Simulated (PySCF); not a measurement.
Two species compared at the same levels of theory.

First species: C₅H₉F₃.
SMILES: `CC[C@H](C)C(F)(F)F`

Second species: C4H5F3SSi.
Cartesian coordinates in Å at the GFN2-xTB level; atoms count from 1:
```
atom  x, y, z in Å
C1     2.572    0.935   -0.528
C2     2.018   -0.109   -0.299
Si3    1.089   -1.656    0.091
S4    -0.482   -1.042    1.473
C5    -0.949    0.592    0.830
C6    -1.813    0.501   -0.408
F7    -2.188    1.728   -0.819
F8    -1.173   -0.058   -1.449
F9    -2.935   -0.198   -0.227
H10    3.074    1.835   -0.741
H11    0.486   -2.216   -1.110
H12    1.878   -2.570    0.901
H13   -0.054    1.168    0.588
H14   -1.523    1.090    1.611
```

Levels: PBE0/def2-SVPD for dipole moment, HOMO energy, LUMO energy, HOMO–LUMO gap, static isotropic polarisability and electronic spatial extent ⟨r²⟩ about the centre of nuclear charge; TDDFT PBE0/def2-SVPD for lowest singlet excitation; TDA PBE0/def2-SVPD for lowest triplet excitation (Tamm–Dancoff); GFN2-xTB for rotational constant A and rotational constant C. Geometries: GFN2-xTB. All species are isolated and taken at one optimised geometry, non-relativistic unless stated. Electronic properties by PySCF.

The conformers computed, where there is a choice (atom-mapped SMILES and torsion angles):
- `[CH3:1][CH2:2][C@H:3]([CH3:4])[C:5]([F:6])([F:7])[F:8]`: C1–C2–C3–C4 -67°, C2–C3–C5–F6 -178°
- `[CH:1]#[C:2][SiH2:3][S:4][CH2:5][C:6]([F:7])([F:8])[F:9]`: C2–Si3–S4–C5 37°, Si3–S4–C5–C6 77°, S4–C5–C6–F7 177°

Which has the higher T1 energy?

The first: 8.89 eV against 4.88 eV, a difference of 4.01 eV.

Which has the higher S1 energy?

The first: 9.11 eV against 5.26 eV, a difference of 3.85 eV.

Which has the higher HOMO–LUMO gap?

The first: 10.31 eV against 6.50 eV, a difference of 3.81 eV.

Which of the two has the higher HOMO energy, and by how much?

The second: -7.41 eV against -9.70 eV, a difference of 2.29 eV.

Which of the two has the higher rotational constant C, and by how much?

The first: 1.220 GHz against 0.685 GHz, a difference of 0.535 GHz.

Which of the two has the higher static isotropic polarisability, and by how much?

The second: 93.6 au against 63.4 au, a difference of 30.2 au.

Which of the two has the higher dipole moment, and by how much?

The first: 2.61 D against 2.40 D, a difference of 0.21 D.

Which has the higher rotational constant A?

The first: 3.130 GHz against 1.672 GHz, a difference of 1.458 GHz.

On the first: The principal polarisabilities are 57.5, 63.3 and 69.5 au; their mean is the isotropic value. The 8 singlets span 9.11 to 10.03 eV, and their oscillator strengths add up to 0.11.

On the second: In atomic units the dipole is 0.94 e·bohr (1 au = 2.5417 D). The vertical singlet–triplet gap S1 − T1 is 0.38 eV (TDDFT singlet less Tamm–Dancoff triplet; S1: HOMO→LUMO, weight 0.96; T1: HOMO→LUMO, weight 0.29, beside HOMO−1→LUMO, weight 0.28).
